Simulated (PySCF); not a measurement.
A side-by-side comparison of computed properties.

First species: C5H9NOSi2.
SMILES: `C=C[C@@H]1C[Si@H](C#N)O[SiH2]1`

Second species: H₉NO₂Si₃.
Cartesian coordinates in Å at the GFN2-xTB level; atoms count from 1:
```xyz
15
H9NO2Si3 angstrom
N      3.1628    0.0971   -0.4541
Si     1.5415    0.5587   -0.1183
O      0.7035   -0.8088   -0.3663
Si    -0.6879   -1.5503   -0.6899
O     -1.9426   -0.5508   -0.4769
Si    -2.6218    0.8079    0.0781
H      3.8996    0.7701   -0.3310
H      3.4737   -0.8200   -0.1766
H      1.2454    0.9704    1.2606
H      1.1876    1.5865   -1.0937
H     -0.7051   -1.9098   -2.0994
H     -0.8076   -2.6271    0.2830
H     -3.0933    0.5344    1.4362
H     -3.7210    1.0576   -0.8526
H     -1.6393    1.8923    0.0734
```

Levels: PBE0/pcSseg-1 for HOMO energy, LUMO energy and HOMO–LUMO gap. Geometries: GFN2-xTB. Each structure is a single optimised conformer of the isolated species, non-relativistic unless stated; the electronic structure was computed with PySCF and density fitting.

Dipoles, sizes and rotational constants follow the conformer. The torsions of the flexible species, by atom-mapped SMILES:
- `[NH2:1][SiH2:2][O:3][SiH2:4][O:5][SiH3:6]`: N1–Si2–O3–Si4 -158°, Si2–O3–Si4–O5 -15°, O3–Si4–O5–Si6 -14°, H–N1–Si2–O3 -177°, H–N1–Si2–O3 -37°

The conformers of `C=C[C@@H]1C[Si@H](C#N)O[SiH2]1` aren't listed.

Values for the first species:

```
HOMO energy   : -7.47 eV
LUMO energy   : -0.86 eV
HOMO–LUMO gap : 6.61 eV
```

(1) Estimate the same properties for the second species, and the change in each.

Results:

(1) 
| property | first | second | second less first |
| --- | --- | --- | --- |
| HOMO energy | -7.47 eV | -7.39 eV | +0.08 eV |
| LUMO energy | -0.86 eV | 0.25 eV | +1.11 eV |
| HOMO–LUMO gap | 6.61 eV | 7.64 eV | +1.03 eV |

On the second:  GFN2-xTB frequencies show an imaginary mode (22i cm⁻¹), so this geometry is no minimum at that level.
